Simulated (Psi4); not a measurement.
Process, species as SMILES: BN (BH2-NH2) → B[NH-] + H+
B3LYP-D3(BJ)/def2-TZVP geometries, fixed; electronic energies without zero-point terms.

Effect of the grid (radial, spherical points) at PBE/cc-pVTZ with Psi4, against the last row, where the deprotonation energy is 388.72 kcal/mol. The proton leaves the site shown, which need not be the most acidic. Cost is core time over that of grid: 35, 110, rough, on shared machines of one kind.

```json
[
 {"setting": "grid: 35, 110", "grid points, largest species": "22599", "largest shift of a total energy (mEh)": "-0.074", "shift of the deprotonation energy (kcal/mol)": "-0.057", "cost": "1×"},
 {"setting": "grid: 50, 194", "grid points, largest species": "57124", "largest shift of a total energy (mEh)": "0.021", "shift of the deprotonation energy (kcal/mol)": "-0.004", "cost": "1×"},
 {"setting": "grid: 75, 302", "grid points, largest species": "130961", "largest shift of a total energy (mEh)": "-0.001", "shift of the deprotonation energy (kcal/mol)": "0.000", "cost": "2×"},
 {"setting": "grid: 99, 590", "grid points, largest species": "335878", "largest shift of a total energy (mEh)": "0.000", "shift of the deprotonation energy (kcal/mol)": "0.000", "cost": "4×"},
 {"setting": "grid: 150, 974", "grid points, largest species": "837638", "largest shift of a total energy (mEh)": "0.000", "shift of the deprotonation energy (kcal/mol)": "0.000", "cost": "7×"}
]
```

Within 0.02 kcal/mol in the deprotonation energy: grid: 50, 194; grid: 75, 302; grid: 99, 590. The largest shift is 0.074 mEh in a total energy and 0.057 kcal/mol in the difference.
